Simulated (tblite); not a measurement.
Compound: C4H10OSi3.
Structure used (GFN2-xTB), in Å, numbered top down from 1:
```xyz
18
C4H10OSi3 angstrom
C      3.2965    0.2008   -0.8062
C      2.1510   -0.0396   -1.0793
Si     0.3928   -0.4171   -1.5387
C     -0.6363   -0.0661    0.0517
Si    -0.5833    1.7552    0.6229
Si    -0.2105   -1.2246    1.5099
C     -1.9793   -0.3723   -0.4082
O     -2.1992   -0.7497   -1.5408
H      4.2983    0.4133   -0.5622
H      0.0082    0.4964   -2.6127
H      0.3180   -1.8322   -1.8973
H     -1.5771    1.9600    1.6821
H      0.7566    2.0454    1.1262
H     -0.9059    2.6364   -0.5007
H      1.1373   -0.9040    1.9723
H     -1.1820   -1.0238    2.5905
H     -0.2798   -2.6194    1.0701
H     -2.8140   -0.2523    0.3089
```

Computed values, GFN2-xTB/tblite, gas phase, harmonic and unscaled. Errors from tens to a few hundred cm⁻¹ against measured bands are possible. Modes of hydrogen on silicon can be 10 to 20 % off. One conformer, not necessarily the lowest.

Harmonic wavenumbers (cm⁻¹): 44.6, 76.3, 90.5, 120.6, 126.3, 132.1, 149.2, 166.9, 198.7, 228.1, 289.8, 302.0, 413.6, 467.6, 500.9, 510.7, 524.1, 538.9, 587.6, 616.1, 660.3, 677.7, 685.1, 731.3, 750.2, 761.1, 774.6, 776.1, 784.7, 800.8, 804.8, 807.3, 924.2, 958.0, 1152.0, 1369.0, 1688.3, 2210.7, 2228.2, 2245.2, 2260.7, 2267.4, 2280.0, 2282.9, 2289.5, 2301.6, 2755.4, 3347.7.

A = 1320, B = 936.2, C = 853.8 MHz; mass 158.004 u (most abundant isotopes); point group Cs, symmetry number 1.

Problem. What is the zero-point energy?

Solution. Half the sum of the wavenumbers: 23830 cm⁻¹ = 285.06 kJ/mol.

Problem. Give the ideal-gas entropy at 400 K and 1 bar in the rigid-rotor, harmonic-oscillator model (classical rotation).

Solution. Translation 178.10, rotation 129.60, vibration 234.09: S = 541.8 J/(mol K).

Problem. And Cp and H(400 K) − H(0)?

Solution. Cp = 248.90 J/(mol K), of which vibrations give 215.64 (their classical limit is 48 R = 399.1); H(400 K) − H(0) = 61.24 kJ/mol without the zero-point energy, 47.94 from vibrations.

Problem. How do the functions run with temperature in this model?

Solution. 
| T (K) | S (J/(mol K)) | Cp (J/(mol K)) | H − H(0) (kJ/mol) | G − H(0) (kJ/mol) | ln q(vib) |
| --- | --- | --- | --- | --- | --- |
| 150 | 359.3 | 130.1 | 12.27 | -41.63 | 4.29 |
| 250 | 439.3 | 186.9 | 28.17 | -81.66 | 8.16 |
| 298.15 | 474.3 | 210.3 | 37.75 | -103.66 | 9.98 |
| 600 | 653.0 | 298.8 | 116.41 | -275.36 | 20.57 |
| 900 | 783.7 | 345.1 | 213.59 | -491.71 | 29.46 |

q(vib) and H(0) count from the zero-point level.

Problem. Which modes carry the vibrational entropy at 400 K?

Solution. 44.6 cm⁻¹: 23.54; 76.3 cm⁻¹: 19.09; 90.5 cm⁻¹: 17.68; 120.6 cm⁻¹: 15.32; 126.3 cm⁻¹: 14.95; 132.1 cm⁻¹: 14.58 J/(mol K); the other 42 give 128.93 together.

Problem. Blend soft modes into free rotors: weight 1/[1 + (100 cm⁻¹/ν̃)⁴] for the oscillator and the rest for a rotor with moment μB/(μ + B), μ = h/(8π²ν), B = 10⁻⁴⁴ kg m². What vibrational entropy results?

Solution. 218.38 J/(mol K) in place of 234.09, which changes −T·S at 400 K by +6.28 kJ/mol.

Hindered rotation and anharmonicity are outside this model. Other conformers, if any are populated, would add a mixing term that is left out.
